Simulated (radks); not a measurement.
Polarisability of the thallium ion Tl3+, [Xe] 4f14 5d10, at imaginary frequency. All-electron calculation, scalar-relativistic Kohn-Sham, exchange-only LDA, spin-polarised, spherical densities, finite nucleus; Fermi nuclear charge, rms radius 5.4759 fm. Program: a radial shooting solver on a logarithmic mesh with Libxc functionals. Response by self-consistent Sternheimer equations with the Hartree and adiabatic exchange-only LDA kernel, the relativistic mass of each level held fixed and spin-orbit coupling left out.

| w (hartree) | alpha1(iw) (bohr^3) | alpha2(iw) (bohr^5) |
|---|---|---|
| 0.00266 | 5.507 | 22.29 |
| 0.0143 | 5.506 | 22.27 |
| 0.0360 | 5.501 | 22.16 |
| 0.0697 | 5.485 | 21.79 |
| 0.118 | 5.446 | 20.95 |
| 0.186 | 5.359 | 19.39 |
| 0.280 | 5.190 | 17.11 |
| 0.413 | 4.887 | 14.46 |
| 0.605 | 4.400 | 11.88 |
| 0.892 | 3.705 | 9.528 |
| 1.35 | 2.830 | 7.245 |
| 2.12 | 1.867 | 4.908 |
| 3.59 | 0.9907 | 2.687 |
| 6.94 | 0.3883 | 1.017 |
| 17.5 | 0.09696 | 0.2007 |

Static values: alpha1 = 5.507 bohr^3 (0.8160 angstrom^3; uncoupled 8.996), alpha2 = 22.29 bohr^5, alpha3 = 86.40 bohr^7. C6 = 32.52, C8 = 480.6, triple-dipole C9 = 124.5 atomic units. One-pole (London) frequency 4 C6 / (3 alpha1^2) = 1.430 hartree, against 1.578 for minus the highest occupied eigenvalue.
